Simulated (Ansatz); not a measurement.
`CO[Si]C`. Charge 0, multiplicity 1. Geometry: relaxed with PBE0-D4/def2-TZVP. It is one conformer, not always the lowest.

```xyz
10

C     0.449   -0.504   -1.407
O    -0.788    0.140   -1.213
Si   -1.546    0.776    0.102
C    -0.302    0.453    1.512
H     1.042    0.068   -2.125
H     1.017   -0.602   -0.478
H     0.273   -1.500   -1.821
H     0.661    0.944    1.329
H    -0.104   -0.617    1.646
H    -0.701    0.840    2.454
```

What is the dipole moment at ωB97M-V/def2-TZVPP? (Estimate.)

Computed: 2.13 D, with components (1.90, -0.84, 0.45) D in this frame, pointing from negative to positive charge.

And with PBE, r2SCAN, B3LYP? (An estimate is asked.)

Computed: PBE 2.26 D, r2SCAN 2.37 D, B3LYP 2.18 D.

Give the Mulliken charges with ωB97M-V, r2SCAN, PBE in def2-TZVPP. (Best estimate.)

The calculation gave: 
| atom | ωB97M-V | r2SCAN | PBE |
| --- | --- | --- | --- |
| C1 | -0.17 | 0.00 | -0.13 |
| O2 | -0.31 | -0.33 | -0.25 |
| Si3 | 0.27 | 0.27 | 0.19 |
| C4 | -0.49 | -0.33 | -0.38 |
| H5 | 0.12 | 0.07 | 0.11 |
| H6 | 0.10 | 0.05 | 0.07 |
| H7 | 0.12 | 0.07 | 0.11 |
| H8 | 0.11 | 0.07 | 0.09 |
| H9 | 0.11 | 0.07 | 0.09 |
| H10 | 0.12 | 0.07 | 0.11 |

B3LYP here is the variant with VWN-RPA as its local correlation; programs differ in this.
